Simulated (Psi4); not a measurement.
H9N3Si3, charge +1, doublet, geometry from GFN2-xTB (a state made from the parent by changing its charge; the spin is typed, not shown lowest); SVWN/3-21G (Psi4 1.11).

Here is a job for Psi4.
```
memory 2 GB

molecule mol {
1 2
  Si    1.713852   -0.427557   -0.492838
  N     0.475350   -1.548254   -0.017183
  Si   -1.175647   -1.325423    0.473383
  N    -1.513695    0.377624    0.435281
  Si   -0.538205    1.752980    0.019455
  N     1.038346    1.170630   -0.418097
  H     2.062800   -0.705453   -1.887423
  H     2.796093   -0.506702    0.490192
  H     0.771271   -2.512096   -0.027880
  H    -2.033168   -1.978210   -0.517770
  H    -1.299875   -1.779460    1.859844
  H    -2.456024    0.612708    0.706258
  H    -0.396279    2.584287    1.216386
  H    -1.129572    2.385537   -1.161229
  H     1.684753    1.899389   -0.678378
}

set basis 3-21g
set reference uks
set d_convergence 1e-4

energy('svwn')
print_variables()
```

Output, abridged:

```
   => Loading Basis Set <=

    Name: 3-21G
    Role: ORBITAL
    Keyword: BASIS

         ---------------------------------------------------------
                                   SCF
               by Justin Turney, Rob Parrish, Andy Simmonett
                          and Daniel G. A. Smith
                              UKS Reference
         ---------------------------------------------------------

  ==> Geometry <==

    Molecular point group: c1
    Full point group: C1

    Geometry (in Angstrom), charge = 1, multiplicity = 2:

       Center              X                  Y                   Z               Mass
    ------------   -----------------  -----------------  -----------------  -----------------
         SI           1.713851903746    -0.427557000000    -0.492838103718    27.976926534650
         N            0.475349903746    -1.548254000000    -0.017183103718    14.003074004430
         SI          -1.175647096254    -1.325423000000     0.473382896282    27.976926534650
         N           -1.513695096254     0.377624000000     0.435280896282    14.003074004430
         SI          -0.538205096254     1.752980000000     0.019454896282    27.976926534650
         N            1.038345903746     1.170630000000    -0.418097103718    14.003074004430
         H            2.062799903746    -0.705453000000    -1.887423103718     1.007825032230
         H            2.796092903746    -0.506702000000     0.490191896282     1.007825032230
         H            0.771270903746    -2.512096000000    -0.027880103718     1.007825032230
         H           -2.033168096254    -1.978210000000    -0.517770103718     1.007825032230
         H           -1.299875096254    -1.779460000000     1.859843896282     1.007825032230
         H           -2.456024096254     0.612708000000     0.706257896282     1.007825032230
         H           -0.396279096254     2.584287000000     1.216385896282     1.007825032230
         H           -1.129572096254     2.385537000000    -1.161229103718     1.007825032230
         H            1.684752903746     1.899389000000    -0.678378103718     1.007825032230

  Running in c1 symmetry.

  Rotational constants: A =      0.07127  B =      0.07127  C =      0.03711 [cm^-1]
  Rotational constants: A =   2136.71404  B =   2136.71360  C =   1112.66436 [MHz]
  Nuclear repulsion =  470.493851502643111

  Charge       = 1
  Multiplicity = 2
  Electrons    = 71
  Nalpha       = 36
  Nbeta        = 35

  ==> Algorithm <==

[...]
      Ntotal   =   71.0000086247 ; deviation = 8.625e-06

   @Spin Contamination Metric:   9.475406338E-04
   @S^2 Expected:                7.500000000E-01
   @S^2 Observed:                7.509475406E-01
   @S   Expected:                5.000000000E-01
   @S   Observed:                5.000000000E-01

    Orbital Energies [Eh]
    ---------------------

    Alpha Occupied:

[...]
    Alpha Virtual:

[...]
    Beta Occupied:

[...]
    Beta Virtual:

[...]
      84A      2.176364

    Final Occupation by Irrep:
              A
    DOCC [    35 ]
    SOCC [     1 ]
    NA   [    36 ]
    NB   [    35 ]

  @DF-UKS Final Energy: -1029.01043884368960

   => Energetics <=

    Nuclear Repulsion Energy =            470.4938515026431105
    One-Electron Energy =               -2350.1545486881095712
    Two-Electron Energy =                 933.6826732803790492
    DFT Exchange-Correlation Energy =     -83.0324149386020878
    Empirical Dispersion Energy =           0.0000000000000000
    VV10 Nonlocal Energy =                  0.0000000000000000
    Total Energy =                      -1029.0104388436895988

  UHF NO Occupations:
  HONO-2 :   34  A 1.9999380
  HONO-1 :   35  A 1.9999380
  HONO-0 :   36  A 1.0000000
  LUNO+0 :   37  A 0.0000620
  LUNO+1 :   38  A 0.0000620
  LUNO+2 :   39  A 0.0000609
  LUNO+3 :   40  A 0.0000579

Computation Completed

Properties will be evaluated at   0.000000,   0.000000,   0.000000 [a0]

Properties computed using the SCF density matrix

 Multipole Moments:

 ------------------------------------------------------------------------------------
     Multipole            Electronic (a.u.)      Nuclear  (a.u.)        Total (a.u.)
 ------------------------------------------------------------------------------------

 L = 1.  Multiply by 2.5417464519 to convert [e a0] to [Debye]
 Dipole X            :          0.0019813           -0.0000018            0.0019796
 Dipole Y            :         -0.0046679           -0.0000000           -0.0046679
 Dipole Z            :         -0.0002216           -0.0000009           -0.0002225
 Magnitude           :                                                    0.0050752

 ------------------------------------------------------------------------------------

  Variable Map:
  ----------------------------------------------------------------------------
[...]
  Array Variable Map:
  ----------------------------------------------------------------------------
[...]
[...]
```
